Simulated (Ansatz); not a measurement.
Reaction (formal exchange of groups at a B–S bond): `CBSCF` + `O[SiH2][SiH3]` → `CB[SiH](O)[SiH3]` + `FCS`

Gas-phase electronic energies from Ansatz, PBE0-D4/def2-TZVP geometries. CCSD(T)/CBS is the MP2 limit (def2-TZVPP, def2-QZVPP) plus CCSD(T) − MP2 in def2-TZVPP, frozen cores. DFT in def2-TZVPP. B3LYP here is the variant with VWN-RPA as its local correlation; programs differ in this. One conformer a species, not always the lowest.

| level | ΔE (kJ/mol) | difference from CCSD(T)/CBS |
| --- | --- | --- |
| PBE-D4 | 109.4 | -7.2 |
| r2SCAN-D4 | 115.4 | -1.2 |
| PBE0-D4 | 111.6 | -5.0 |
| B3LYP-D4 | 113.4 | -3.2 |
| ωB97X-V | 113.8 | -2.8 |
| ωB97M-V | 116.4 | -0.2 |
| PBE | 111.1 | -5.5 |
| r2SCAN | 116.1 | -0.5 |
| SCS-MP2/def2-TZVPP | 122.1 | 5.5 |
| CCSD(T)/def2-TZVPP | 116.6 | 0.0 |
| HF/def2-QZVPP | 119.2 | 2.6 |
| MP2/def2-QZVPP | 124.5 | 7.9 |
| SCS-MP2/def2-QZVPP | 122.1 | 5.5 |
| HF/CBS(def2) | 119.1 | 2.5 |
| MP2/CBS(def2) | 124.5 | 7.9 |
| CCSD/CBS(def2) | 115.1 | -1.5 |
| CCSD(T)/CBS | 116.6 | 0 |

Largest T1 diagnostic among the species: 0.013.
